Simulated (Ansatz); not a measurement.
`IC1C=C1`. Charge 0, multiplicity 1. I takes the def2 core potential. Geometry: relaxed with PBE0-D4/def2-TZVP.

```xyz
7

I     1.816    0.168   -1.687
C     0.629   -0.057    0.125
C    -0.642    0.651    0.271
C    -0.717   -0.626    0.064
H     1.331   -0.229    0.933
H    -1.117    1.609    0.400
H    -1.299   -1.515   -0.107
```

Question: What is the dipole moment at PBE/def2-TZVPP? (Estimate.)

Answer: Computed: 2.93 D, with components (-2.24, -0.17, 1.88) D in this frame, pointing from negative to positive charge.

Question: And with r2SCAN, B3LYP, ωB97M-V? (Estimate.)

Answer: Ansatz gave: r2SCAN 3.11 D, B3LYP 2.98 D, ωB97M-V 2.98 D.

Question: Give the Mulliken charges with PBE, B3LYP, r2SCAN in def2-TZVPP. (An estimate is asked.)

Answer: Computed: 
| atom | PBE | B3LYP | r2SCAN |
| --- | --- | --- | --- |
| I1 | -0.15 | -0.14 | -0.18 |
| C2 | -0.09 | -0.11 | 0.00 |
| C3 | -0.11 | -0.13 | -0.11 |
| C4 | -0.11 | -0.13 | -0.11 |
| H5 | 0.12 | 0.12 | 0.09 |
| H6 | 0.17 | 0.19 | 0.16 |
| H7 | 0.17 | 0.19 | 0.16 |

B3LYP here is the variant with VWN-RPA as its local correlation; programs differ in this.
